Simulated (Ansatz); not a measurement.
Compare A (`BC(=C)O`) with its isomer B (`OB1CC1`).

Computed with Ansatz on PBE0-D4/def2-TZVP structures; ΔE is electronic, products minus reactants. CCSD(T)/CBS adds triple-zeta CCSD(T) − MP2 to the extrapolated MP2 energy (def2 sets, frozen cores). Functionals use def2-TZVPP. One conformer a species, not always the lowest.

(1) Which isomer does CCSD(T)/CBS put lower? Give the gap. (Best estimate.)

(2) Give E(B) − E(A) in kcal/mol with PBE-D4, LDA (SPW92), HF/def2-TZVPP, BLYP-D4, B2PLYP, PBE0-D4, MP2/def2-TZVPP. (Estimate.)

(3) Does the order hold for the free energy at 298.15 K (harmonic terms from PBE0-D4)? (Best estimate.)

Largest T1 diagnostic: 0.013.

Answers

(1) Computed: B, by 31.1 kcal/mol.

(2) The calculation gave: PBE-D4 -32.4, LDA (SPW92) -37.0, HF/def2-TZVPP -27.5, BLYP-D4 -26.9, B2PLYP -30.8, PBE0-D4 -34.4, MP2/def2-TZVPP -34.1. None reverses the order clearly.

(3) The calculation gave: Yes: G(B) − G(A) = -28.8 kcal/mol, for one conformer each.

Leaving LDA and LC-ωPBE aside and taking each functional with its dispersion term where it has one, the values, not all of them listed here, spread over 8.5 kcal/mol, from PBE-QIDH to BLYP-D4. LDA lies −4.4 kcal/mol from PBE without D4. From r2SCAN to r2SCAN0 (25 % exact exchange), in def2-TZVPP and without D4, E(B) − E(A) moves by −1.9 kcal/mol.
